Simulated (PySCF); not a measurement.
Species: C2H9GeNSSi.
Bonds: C1–C2, C2–S3 (double), C2–Ge4, Ge4–N5, N5–Si6. Hydrogens: H7, H8, H9 on C1; H10, H11 on Ge4; H12 on N5; H13, H14, H15 on Si6.

Level: CAM-B3LYP/def2-SVPD in PySCF, non-relativistic, on one gas-phase PBE0-D3(BJ)/def2-SVP geometry that isn't relaxed in the solvent. The solvent is an IEF-PCM continuum (van der Waals radii × 1.2), and excitations are vertical TDDFT with non-equilibrium linear response and a frozen core. Only the electrostatic response of the medium enters. Spin–orbit coupling is left out although an atom past zinc is present.

Gas-phase singlets (H = HOMO, L = LUMO):

```json
{"state": "S1", "E (eV)": "2.188", "λ (nm)": "567", "f": "0.000", "leading configurations": "H→L 97%"}
{"state": "S2", "E (eV)": "4.916", "λ (nm)": "252", "f": "0.000", "leading configurations": "H-1→L 77%, H-3→L 14%"}
{"state": "S3", "E (eV)": "5.479", "λ (nm)": "226", "f": "0.097", "leading configurations": "H-2→L 66%, H→L+1 25%"}
{"state": "S4", "E (eV)": "5.812", "λ (nm)": "213", "f": "0.107", "leading configurations": "H→L+1 50%, H-2→L 22%, H-1→L+1 13%"}
{"state": "S5", "E (eV)": "6.026", "λ (nm)": "206", "f": "0.007", "leading configurations": "H-3→L 50%, H-1→L 17%, H-4→L 14%"}
```

Give the list for dimethylsulfoxide (ε = 46.83), n² = 2.19.

| state | E (eV) | λ (nm) | f | leading configurations | change by rank (eV) |
| --- | --- | --- | --- | --- | --- |
| S1 | 2.310 | 537 | 0.000 | H→L 95% | +0.122 |
| S2 | 4.741 | 262 | 0.001 | H-1→L 79%, H-4→L 15% | -0.175 |
| S3 | 5.410 | 229 | 0.257 | H-2→L 90% | -0.069 |
| S4 | 5.866 | 211 | 0.002 | H-4→L 68%, H-1→L 14%, H-6→L 11% | +0.054 |
| S5 | 6.000 | 207 | 0.052 | H→L+1 65%, H-1→L+1 20% | -0.026 |

The ground-state energy changes by -0.180 eV from gas to dimethylsulfoxide. By how much does the total energy of gas-phase S1 change?

E(S1) = E(S0) + excitation energy, so it changes by -0.180 + 0.122 = -0.058 eV: it is lowered less than the ground state, which is what a blue shift means. This is the vertical state, with the slow part of the continuum still set for S0.

How do the frontier levels move from gas to dimethylsulfoxide?

| orbital | gas (eV) | solvent (eV) | change (eV) | Löwdin shares, gas | Löwdin shares, solvent |
| --- | --- | --- | --- | --- | --- |
| LUMO+2 | 1.18 | 1.26 | +0.08 | S3 17 %, Si6 16 %, Ge4 14 %, N5 8 % | S3 33 %, Ge4 15 %, Si6 10 %, N5 6 % |
| LUMO+1 | 0.59 | 0.93 | +0.34 | Ge4 23 %, Si6 21 %, H12 12 %, N5 7 % | Ge4 25 %, Si6 21 %, H12 8 %, N5 6 % |
| LUMO | -1.27 | -1.26 | +0.01 | S3 41 %, C2 39 %, C1 6 %, Ge4 5 % | C2 40 %, S3 40 %, C1 6 %, Ge4 5 % |
| HOMO | -7.61 | -7.69 | -0.08 | S3 64 %, C2 16 %, N5 6 %, Ge4 6 % | S3 59 %, C2 16 %, N5 9 %, Ge4 6 % |
| HOMO-1 | -9.04 | -8.83 | +0.21 | N5 50 %, Si6 12 %, S3 8 %, H14 7 % | N5 48 %, S3 12 %, Si6 12 %, H14 6 % |
| HOMO-2 | -9.69 | -9.68 | +0.01 | S3 46 %, C2 28 %, C1 7 %, Ge4 6 % | S3 46 %, C2 26 %, C1 7 %, Ge4 7 % |
| HOMO-3 | -10.95 | -10.76 | +0.19 | S3 16 %, C2 15 %, Si6 15 %, Ge4 10 % | Si6 32 %, H15 23 %, N5 10 %, H13 9 % |

The HOMO–LUMO gap goes from 6.33 to 6.43 eV. Rows go by rank; for HOMO-3 the atom shares or the degeneracy differ between the runs, so the row needn't follow one orbital.

The run took 76 s of wall time on an Intel Xeon at 2.70 GHz with one thread, no GPU, shared host, and the process peaked at 1.2 GiB of memory. This is the whole response run at CAM-B3LYP/def2-SVPD in dimethylsulfoxide, SCF included.

The values belong to the conformer `[CH3:1][C:2](=[S:3])[GeH2:4][NH:5][SiH3:6]`: C1–C2–Ge4–N5 8°, C2–Ge4–N5–Si6 -78°.
